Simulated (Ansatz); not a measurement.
A structure relaxed at PBE0-D4/def2-TZVPD in Ansatz, charge -1, doublet:

| atom | x (Å) | y (Å) | z (Å) |
| --- | --- | --- | --- |
| Ni1 | 0.0119 | -0.0189 | -0.0190 |
| O2 | 0.6767 | -1.0749 | -1.0775 |
| O3 | -0.6886 | 1.0939 | 1.0964 |

(1) Give its formula and point group.

(2) Summarise the bond lengths by kind (pairs closer than 1.2 times the sum of covalent radii, bridged metal pairs left out).

## Answers

(1) the cluster NiO₂⁻ (the lowest doublet isomer of a short search). Point group D∞h (tolerance 0.1 Å).

(2) 2 × Ni–O 1.64 to 1.72 Å. The metal has 2 neighbours: O 1.64 Å, O 1.72 Å.

The charge -1 doublet is spin-contaminated (final ⟨S²⟩ up to 1.43, 0.75 for a pure state). At PBE0-D4/def2-TZVPD a quartet of charge -1 lies 0.17 eV below the doublet, each at its own geometry. The structure comes from a short search, and lower isomers may exist.
